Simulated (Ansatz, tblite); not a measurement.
Removing an electron: Cu₃H₃⁻ (the lowest doublet isomer of a short search). Total charge -1; doublet. Geometry: PBE0-D4/def2-SVPD. Ansatz, gas phase; energy differences of separate SCF runs; the oxidised species is a singlet (the triplet lies 2.03 eV higher at PBE0-D4/def2-TZVPD).

```xyz
6

Cu   -0.415   -0.346    0.432
Cu   -0.698   -0.887    2.801
Cu    0.447    0.892   -1.536
H     1.618    1.105   -2.521
H    -0.081   -1.550    1.426
H    -0.871    0.787   -0.601
```

The xTB rows come from tblite. The structure comes from a short search, and lower isomers may exist.

```csv
level,−HOMO (eV),vertical IE (eV),−LUMO (eV),HOMO–LUMO gap (eV),remarks
GFN1-xTB,–,7.06,–,–,–
GFN2-xTB,–,3.88,–,–,–
PBE-D4/def2-TZVPD,-0.31,2.02,-1.15,0.84,HOMO above zero (-1 doublet)
r2SCAN-D4/def2-TZVPD,-0.11,2.08,-1.42,1.31,HOMO above zero (-1 doublet)
PBE0-D4/def2-TZVPD,0.29,1.98,-2.04,2.32,–
```

  A HOMO above zero means that the electron is unbound at that level or that self-interaction error raises the level; the energy of removing that electron tells which. HOMO and LUMO are the levels of the spin that leaves or enters (xTB has no such levels and no spin-polarisation term). Other spin states of the ions may lie lower, which would lower the ionisation energy or raise the affinity. Raw xTB energy differences between charge states are shifted by several eV; the methods need an empirical correction for them.
